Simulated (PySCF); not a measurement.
# Radial density of P (phosphorus, neutral)

UHF, [Ne] 3s1 3p3 3d1, high-spin 6D determinant (an excited configuration). Calculation: PySCF 2.14, in aug-cc-pV(Q+d)Z with one added diffuse shell each of s, p, d, f, g type (8s7p6d4f3g, 114 functions); no relativity, point nucleus.

| r (bohr) | 4πr²ρ (e/bohr) | 4πr²(ρα − ρβ) |
| --- | --- | --- |
| 0.00163 | 0.06964 | 0.0002 |
| 0.00275 | 0.1906 | 0.0006 |
| 0.00462 | 0.5098 | 0.0015 |
| 0.00777 | 1.313 | 0.0038 |
| 0.0131 | 3.169 | 0.0092 |
| 0.0220 | 6.869 | 0.0201 |
| 0.0370 | 12.45 | 0.0365 |
| 0.0622 | 16.85 | 0.0520 |
| 0.105 | 14.88 | 0.0749 |
| 0.176 | 10.83 | 0.2075 |
| 0.296 | 14.76 | 0.4375 |
| 0.498 | 13.49 | 0.1648 |
| 0.838 | 3.868 | 0.2791 |
| 1.41 | 2.237 | 2.0879 |
| 2.37 | 1.636 | 1.6357 |
| 3.99 | 0.3086 | 0.3086 |
| 6.71 | 0.1142 | 0.1142 |
| 11.3 | 0.02689 | 0.0269 |
| 19.0 | 3.067e-05 | 0.0000 |

The outer electron is Rydberg-like, and this basis confines it to a smaller radius and binds it less than a complete one would.
